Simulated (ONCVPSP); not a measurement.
## Transferability test, ONCV potential for C

```
Element                 : C
Generator               : ONCVPSP 4.0.1
Type                    : optimised norm-conserving Vanderbilt (ONCV)
Functional              : LDA (Perdew-Wang 92)
Relativity              : scalar-relativistic
Frozen core             : [He]
Valence charge          : 4
Reference configuration : 2s2 2p1.5 (charge +0.5)
Partial waves           : 2s: rc 1.35 bohr, ncon 4, nbas 8, qcut 4.3 1/bohr, 2 projectors, debl 2.6 Ha; 2p: rc 1.55 bohr, ncon 5, nbas 8, qcut 9.6 1/bohr, 2 projectors, debl 3.5 Ha
Local potential         : polynomial inside 0.90 bohr (lpopt 1, dvloc0 2 Ha)
Core correction         : Teter function, fcfact 3.75, rcfact 1.15
```

Energies are relative to the spin-unpolarised reference configuration 2s2 2p1.5; without spin polarisation the order of configurations can differ from experiment.

```json
{"valence configuration": "2s2 2p2", "charge": "0", "ΔE all-electron (eV)": "-4.027", "error AE − PS (meV)": "+1.9"}
{"valence configuration": "2s2 2p0", "charge": "+2", "ΔE all-electron (eV)": "31.216", "error AE − PS (meV)": "+89"}
```

(1) What are ΔE and the potential's error for 2s1 2p0?

(2) What are ΔE and the potential's error for 2s2 2p1?

Answers

(1) ΔE = 79.183 eV all-electron; the error (AE − PS) is +190 meV.

(2) ΔE = 6.958 eV all-electron; the error (AE − PS) is +4.4 meV.
